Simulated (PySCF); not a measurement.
Stepwise substitution at one centre (In C2H5-I). All species are isolated molecules in the gas phase. One relaxed conformer stands for each flexible species; it need not be the lowest. Strings in code marks are SMILES.

The S1 excitation (TDA) from two functionals at the same geometries (CAM-B3LYP-D3(BJ)/def2-SVP), both in PySCF: PBE-D3(BJ)/def2-TZVP and TPSSh-D3(BJ)/def2-TZVP. Excitations are Tamm–Dancoff values on a coarser integration grid. The basis has no diffuse functions, so Rydberg states are missing or too high.

| species | PBE-D3(BJ)/def2-TZVP (eV) | TPSSh-D3(BJ)/def2-TZVP (eV) |
|---|---|---|
| 0 of 3 C2H5 replaced by I (`C[CH2][In]([CH2]C)[CH2]C`) | 3.78 | 4.14 |
| 1 of 3 C2H5 replaced by I | 3.69 | 4.09 |
| 3 of 3 C2H5 replaced by I (`[In]([I])([I])[I]`) | 3.01 | 3.41 |

Over these rows, drawn at random from the members with no instability flagged (it was tested for open shells, ions and some series alone), PBE minus TPSSh-D3(BJ): mean -0.38 eV, from -0.40 eV to -0.36 eV.
